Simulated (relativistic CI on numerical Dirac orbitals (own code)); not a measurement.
Sc²⁺ in a cubic cluster: 3s photoemission with charge transfer

Computed with a charge-transfer multiplet model of a cubic metal-ligand cluster with up to 2 ligand holes, Slater and spin-orbit integrals from Dirac-Coulomb-Breit ions, Slater integrals scaled by 0.8. The ground state mixes d1 with configurations of k ligand holes L, whose averages lie at kΔ + k(k − 1)U_dd/2; a core hole lowers each added d electron by U_cd. 300 K, Lorentzian 1.4 eV and Gaussian 0.8 eV FWHM.

Atomic integrals in eV (Slater integrals scaled, ζ unscaled), ground: F2dd 4.710, F4dd 2.885, zeta_d 0.008; with the core hole: F2dd 4.710, F4dd 2.885, zeta_d 0.013, G2cd 7.380. Where a configuration has fewer than two d electrons, the dd integrals are those of d2.

Cluster parameters (eV): U_dd = 4.9, U_cd = 5.7, 10Dq = 0.4, 10Dq(ligand) = 1.3, V(eg) = 1.45, V(t2g) = -0.76, final-state hopping factor = 0.9.

```
      Case   n_d    d1   d2L  d3L2     S
Δ = 3.6 eV  1.43  0.60  0.36  0.04  0.50
Δ = 4.6 eV  1.34  0.68  0.29  0.02  0.50
Δ = 5.6 eV  1.27  0.75  0.24  0.02  0.50
Δ = 6.6 eV  1.21  0.80  0.19  0.01  0.50
Δ = 8.6 eV  1.14  0.86  0.13  0.00  0.50
```

Weights, n_d and S are thermal averages at 300 K. Binding energies count from the first peak over 30 % of the highest in each spectrum, which can be another peak from case to case. The parameters are a model scan and need not match a compound or its usual spin state. Peaks in eV (height, largest 100):
- Δ = 3.6 eV: 0.0 (100), 2.9 (50), 5.2 (36), 9.5 (17)
- Δ = 4.6 eV: 0.0 (100), 3.0 (50), 5.6 (39), 9.1 (16)
- Δ = 5.6 eV: 0.0 (100), 3.0 (49), 5.5 (39), 8.8 (14)
- Δ = 6.6 eV: 0.0 (100), 2.9 (48), 5.3 (32), 8.5 (11)
- Δ = 8.6 eV: 0.0 (100), 2.9 (43), 8.5 (5)

For the case Δ = 5.6 eV, Δ = 5.6 eV is larger than U_dd = 4.9 eV, the Mott-Hubbard side of the Zaanen-Sawatzky-Allen scheme. With the core hole the configuration with one ligand hole lies at Δ − U_cd = -2.1, -1.1, -0.1, 0.9, 2.9 eV from the one without, in the order of the table; where this is negative the screened configuration lies lower, though the effective hopping of about 3.0 eV (from the holes of the mixed ground state) mixes the two strongly wherever it is as large as the gap.

Without intra-shell correlation the exchange splitting of the 3s hole comes out too large.
